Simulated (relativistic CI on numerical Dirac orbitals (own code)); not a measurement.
# Radial parameters of Cd44+

These numbers are calculated, not measured: Dirac-Coulomb-Breit CI, KLI orbitals optimised for each configuration, a model potential for QED, unscaled Slater integrals (own radial code, finite nucleus).

Slater integrals F^k, G^k are unscaled and averaged over j, outside the closed core 1s2; ζ comes from projecting the Hamiltonian with its Breit term on Σ l·s of the shell.

- 2s2p: G^1(2s,2p) = 941040, ζ(2p) = 1.1811e+06 cm⁻¹; <r>(2s) = 0.1234, <r^2>(2s) = 0.01789, <r>(2p) = 0.1061, <r^2>(2p) = 0.0136 (bohr units).
- 2p²: F^2(2p,2p) = 897300, ζ(2p) = 1.1755e+06 cm⁻¹; <r>(2p) = 0.1062, <r^2>(2p) = 0.01364 (bohr units).
- 2p3s: ζ(2p) = 1.1967e+06, G^1(2p,3s) = 96896 cm⁻¹; <r>(2p) = 0.1057, <r^2>(2p) = 0.01351, <r>(3s) = 0.2843, <r^2>(3s) = 0.09202 (bohr units).

Averages of the first 10 configurations, taken without configuration mixing, which lowers the lowest level and can move excited configurations by several eV; other configurations of the list can lie among them:

```csv
Configuration,Parity,States,Average energy above the lowest level (eV)
2s²,even,1,9.7
2s2p,odd,12,254.4
2p²,even,15,537.8
2p3s,odd,12,4445.5
2p3p,even,36,4524.2
2s3s,even,4,4188.1
2s3p,odd,12,4269.9
2s3d,even,20,4326.5
2s4s,even,4,5622.7
2s4p,odd,12,5656.4
```
